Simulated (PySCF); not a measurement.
Al(Me)(NHMe)(OH) (C2H8AlNO), SMILES [CH3][Al]([NH]C)[OH].

Coordinates come from a B3LYP-D3(BJ)/def2-SVP optimisation. The structure was generated by enumeration; whether it is a known compound was not checked. One conformer was computed; it need not be the lowest.

Method: TDA-M06-2X/def2-SVPD run with PySCF 2.14.0.

Vertical excitations. Isolated molecule, no solvent.

Computed UV-visible absorptions:
```
state  energy (eV)  λ (nm)      f                                                                main pairs
-----  -----------  ------  -----  ------------------------------------------------------------------------
S1            5.53     224  0.016                                                            HOMO→LUMO 88 %
S2            6.74     184  0.005                      HOMO→LUMO+1 47 %, HOMO→LUMO+3 34 %, HOMO→LUMO+4 11 %
S3            6.91     179  0.136                                                          HOMO→LUMO+2 91 %
S4            6.93     179  0.021                                        HOMO→LUMO+3 45 %, HOMO→LUMO+1 41 %
S5            7.22     172  0.188                                                          HOMO−1→LUMO 87 %
S6            7.66     162  0.001                    HOMO−1→LUMO+2 44 %, HOMO−2→LUMO 23 %, HOMO→LUMO+4 19 %
S7            7.82     159  0.001                                      HOMO→LUMO+4 59 %, HOMO−1→LUMO+2 13 %
S8            7.86     158  0.029   HOMO−2→LUMO 29 %, HOMO−1→LUMO+2 24 %, HOMO→LUMO+5 20 %, HOMO→LUMO+7 7 %
S9            8.07     154  0.058                                                          HOMO−3→LUMO 71 %
S10           8.08     154  0.084  HOMO→LUMO+5 44 %, HOMO−2→LUMO 14 %, HOMO−1→LUMO+2 13 %, HOMO→LUMO+7 11 %
T1            5.34     232      0                                                            HOMO→LUMO 82 %
T2            5.75     215      0                                                          HOMO→LUMO+2 94 %
T3            6.69     185      0                      HOMO→LUMO+1 50 %, HOMO→LUMO+3 25 %, HOMO→LUMO+4 10 %
T4            6.71     185      0                                                          HOMO−1→LUMO 79 %
```
Triplets are in the Tamm–Dancoff approximation.
